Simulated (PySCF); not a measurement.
**Spin states and ions at one geometry of [Ir4]−**

PySCF 2.14.0, UKS TPSS, Ir def2-SVP with ECP60; non-relativistic Hamiltonian with scalar-relativistic core potentials where named; density fitting; no spin-orbit coupling; singlets restricted, open shells unrestricted. The geometry is relaxed for charge -1, doublet, vacuum:

```xyz
4

Ir    0.7178    0.9515    0.9525
Ir    0.7041   -0.9552   -0.9591
Ir   -0.7133    1.0097   -1.0019
Ir   -0.7086   -1.0060    1.0084
```

Energies count from the relaxed state; an electron taken off or put on is at rest in vacuum. Charges and spins are Mulliken's.

| state | energy (eV) | spin squared | charge on Ir1 (e) | spin on Ir1 (e) | dipole about the centre of mass (D) |
| --- | --- | --- | --- | --- | --- |
| charge -1, doublet, vacuum | 0.00 | 2.44 | -0.26 | -0.33 | 0.11 |
| charge -1, quartet, vacuum | -0.03 | 4.34 | -0.25 | 0.81 | 0.07 |
| charge 0, triplet, vacuum | 1.87 | 3.11 | -0.02 | -0.07 | 0.10 |

Task: What does the state charge -1, sextet, vacuum give?

Result: energy (eV) 0.02, spin squared 8.88, charge on Ir1 (e) -0.27, spin on Ir1 (e) 1.25, dipole about the centre of mass (D) 0.39.

With an electron taken off (triplet) the charges change, summed by element, by Ir +1.00 e. The vertical ionisation energy is 1.87 eV, against −ε(HOMO) = -0.32 eV over both spins of the relaxed state. The level lies 2.2 eV too high, as is usual for semilocal functionals and global hybrids, which keep a self-interaction error.

Open shells may have lower solutions than those found. Hard to converge, so the more doubtful: charge -1, quartet, vacuum; charge -1, sextet, vacuum. Spin squared well over S(S+1) tells of spin contamination.

No frequency check is given that shows the relaxed geometry to be a minimum. The relaxed state is spin-contaminated (spin squared 2.44 against 0.75).
